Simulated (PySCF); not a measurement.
H3BeBrSi (SMILES [SiH3][Be][Br]), singlet, at a GFN2-xTB geometry (such geometries of metal compounds can be far from the true shape). Base run: HF/6-31G run with PySCF.

Here is a job for PySCF.
```python
from pyscf import gto, scf, solvent

mol = gto.Mole()
mol.atom = '''
    Be   -0.38100190   -0.14880810    0.33347044
    Br    0.99863282    0.37938916   -0.95141573
    Si   -1.88891991   -0.71717847    1.80284448
    H    -2.70897278   -1.89146591    1.48312245
    H    -2.90306749    0.29953115    2.10715957
    H    -1.37122188   -1.05095480    3.13556393
'''
mol.basis = '6-31g'
mol.verbose = 4
mol.build()

mf = scf.RHF(mol)
mf.kernel()
mf.analyze()
```

The base run was repeated with changes; each row names its change, and settings that it needs were set with it.

| change | ΔE vs base (kcal/mol) | dipole (D) | HOMO-LUMO gap (eV) |
|---|---|---|---|
| base | 0.000 | 0.44 | 12.99 |
| model = IEF-PCM; solvent = dimethylsulfoxide | -7.75 | 0.51 | 13.33 |
| model = IEF-PCM; solvent = 2-propanol; lebedev_order = 41 | -7.32 | 0.51 | 13.31 |
| model = C-PCM; solvent = 2-propanol | -7.57 | 0.50 | 13.32 |
| model = IEF-PCM; solvent = acetonitrile | -7.65 | 0.51 | 13.33 |
| model = IEF-PCM; solvent = 2-propanol | -7.29 | 0.51 | 13.31 |
| model = IEF-PCM; solvent = 2-propanol; vdw_scale = 1.0 | -16.11 | 0.53 | 13.41 |
| model = ddCOSMO; solvent = 2-propanol | -14.11 | 0.40 | 13.42 |
| model = IEF-PCM; solvent = water | -7.89 | 0.51 | 13.34 |
| model = COSMO; solvent = 2-propanol | -7.34 | 0.50 | 13.31 |
| model = IEF-PCM; solvent = 2-propanol; lebedev_order = 11 | -7.17 | 0.52 | 13.28 |
| model = IEF-PCM; solvent = 2-propanol; vdw_scale = 1.1 | -10.73 | 0.52 | 13.37 |

The base is the gas phase, so ΔE is the electrostatic part of solvation at a fixed geometry, without cavity and dispersion terms.
